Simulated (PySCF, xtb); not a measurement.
B(F)2(OH) (BF2HO), SMILES OB(F)F. The values are those of a single conformer.

Harmonic wavenumbers (cm⁻¹) from xtb 6.7.1 with GFN2-xTB at its own minimum, in rising order: 389, 418, 527, 583, 856, 902, 1297, 1431, 3624.

Q: What does B3LYP-D3(BJ)/def2-TZVP in PySCF give at its own minimum? (Estimate from the structure and the level; the computed values follow.)

A: 442, 476, 540, 684, 882, 1000, 1424, 1485, 3843. Paired by order, the mean absolute difference is 83 cm⁻¹ and the zero-point energies are 14.3 and 15.4 kcal/mol.
